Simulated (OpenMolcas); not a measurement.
**Sb3+: effect of the IPEA shift**

| Item | Value |
| --- | --- |
| Program | OpenMolcas 26.06 |
| Basis | ANO-R3 [8s7p5d3f2g1h] |
| Scalar Hamiltonian | X2C, finite nucleus |
| Active space | 2 electrons in 4 orbitals (5s 5p) |
| State averaging | 2S+1 = 3 even, 3 roots; 2S+1 = 1 even, 7 roots; 2S+1 = 3 odd, 3 roots; 2S+1 = 1 odd, 3 roots |
| Spin-orbit coupling | state interaction with AMFI integrals over the reference wave functions, term energies averaged over their components |

Methods on the same reference wave functions:
A. CASSCF
B. MS-CASPT2, IPEA 0 Eh, imaginary shift 0.1 Eh (closed shells correlated: 4d)
C. MS-CASPT2, IPEA 0.25 Eh, imaginary shift 0.1 Eh (closed shells correlated: 4d)

Energies in cm⁻¹ above 5s² ¹S₀, the measured ground level; measured values from Moore, Atomic Energy Levels, vol. III, NSRDS-NBS 35 (1971 reprint of NBS Circular 467, 1958).

```json
{"Level": "5s² ¹S₀", "A": "0.0", "B": "0.0", "C": "0.0", "Measured": "0.0"}
{"Level": "5s 5p ³P°₀", "A": "59806", "B": "65110", "C": "65280", "Measured": ""}
{"Level": "5s 5p ³P°₁", "A": "61870", "B": "67060", "C": "67240", "Measured": "66700"}
{"Level": "5s 5p ³P°₂", "A": "66637", "B": "71940", "C": "72110", "Measured": "72560"}
{"Level": "5s 5p ¹P°₁", "A": "102965", "B": "93740", "C": "94680", "Measured": "95952"}
{"Level": "5p² ³P₀", "A": "149529", "B": "152800", "C": "153240", "Measured": "152076"}
{"Level": "5p² ³P₁", "A": "152683", "B": "156360", "C": "156780", "Measured": "156388"}
{"Level": "5p² ¹S₀", "A": "189123", "B": "182020", "C": "182820", "Measured": ""}
```

Deviations, from unrounded energies. A percentage is the sum of absolute deviations over the sum of measured energies, with the sign that they share, or ± where signs differ.

```csv
Against measurement,Levels,A,B,C
mean absolute deviation (cm-1),5,4800,790,760
other configurations (%),5,±4.4,±0.7,±0.7
```

B, C lie about equally close to measurement and A furthest from it. The largest miss of C in the table is 5s 5p ¹P°₁, by -1300 cm-1. The ranking rests on the paired levels alone, and a cruder setting can come out closer through cancelling errors.

Between B and C the level of the table that moves most is 5s 5p ¹P°₁, by 940 cm-1 (lowest in B, highest in C). Moves below CASPT2's spread within the term are not significant.

The lowest spin-free term lies below A's lowest term by 0.487 hartree in B, 0.485 hartree in C.

Over all roots computed the reference weight is 0.86 to 0.94 in B, 0.89 to 0.94 in C; the roots of lowest weight are the least certain, and an intruder state may touch them. The ¹D term of p² mixes with s d, which this space lacks. Measured partners are found by configuration, term and J. A level has none where our copy of the source lacks it or the pairing is in doubt (some pairs that miss far off the trend of their configuration count as doubtful), and it then counts in no deviation. Levels of configurations outside the active space are missing. Levels that lie high or do not pair safely by name in every column are left out.

° marks odd parity.
